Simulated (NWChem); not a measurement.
NaF; SMILES [F][Na]

Results from NWChem. Structure relaxed at the PBE0/def2-SVP level. B3LYP is NWChem's, with the RPA form of VWN correlation. Vertical excitations in the gas phase; the lowest state need not have the same character in each row.

For level B3LYP/def2-SVPD, full TDDFT:

```yaml
lowest excitation, singlet (eV): 4.00
lowest state with f > 0.02, singlet (eV): 4.36
orbital gap (eV): 4.94
```

Problem. What are these values for level PBE/def2-SVPD, full TDDFT?

Solution. 
- lowest excitation, singlet (eV) = 3.19
- lowest state with f > 0.02, singlet (eV) = 3.58
- orbital gap (eV) = 3.17
